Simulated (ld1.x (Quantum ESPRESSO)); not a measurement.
The numbers below are computed, except where a source is named.
Potentials for N (Z = 7) compared

Generated with ld1.x 7.5 (TM, RRKJ, ultrasoft, PAW), atompaw 4.2 or ONCVPSP 4.0.1. The cutoff is in Ry: for ld1.x and atompaw files where the sum of valence levels is converged to 10 mRy in a Bessel basis, for ONCV files where the hardest occupied wave has 1 mHa per electron of residual kinetic energy. The error is the largest all-electron minus pseudo excitation energy over each file’s own four to seven test configurations (ionisations up to +4, promotions, holes and added fractions of an electron), all of which were solved. The labels leave out finer settings (local radius, basis sizes, second energies), which also bear on the numbers. Spin-polarised tests are not counted. The rows are a selection from randomly drawn settings: files with unsolved tests, undetermined cutoffs or missed reference levels are left out.

| potential | cutoff (Ry) | largest error (meV) | bound ghosts |
| --- | --- | --- | --- |
| TM, PBE, scalar-relativistic, rc 0.95/1.50/1.30 (spd), local p, core correction yes, reference 2s2 2p1 | 60 | +170 | none |
| RRKJ, PBEsol, scalar-relativistic, rc 0.70/1.60/1.65 (spd), local d, core correction yes, reference 2s2 2p2.5 | 140 | +1373 | none |
| PAW, LDA (PZ), non-relativistic, rc 1.00/1.55 (sp), local smoothed, core correction yes, reference 2s2 2p1 | 25 | +41 | none |
| ultrasoft, LDA (PZ), non-relativistic, rc 1.20/1.70/1.60 (spd), local d, core correction yes, reference 2s2 2p3 | 25 | +1164 | none |
| TM semilocal, PBEsol, scalar-relativistic, rc 0.90/2.20/1.75 (spd), local p, core correction yes, reference 2s2 2p3 | 55 | +3398 | none |
| TM semilocal, LDA (PZ), scalar-relativistic, rc 0.70/2.20 (sp), local p, core correction yes, reference 2s1 2p4 | 110 | +2883 | none |
| TM, PBE, scalar-relativistic, rc 0.95/1.70 (sp), local p, core correction yes, reference 2s2 2p3 | 50 | +1467 | none |

Question: Fill in the row for N: TM, PBEsol, scalar-relativistic, rc 1.10/1.65/1.75 (spd), local p, core correction no, reference 2s2 2p3.

Answer: cutoff 50 Ry, largest error +1379 meV, bound ghosts: none.
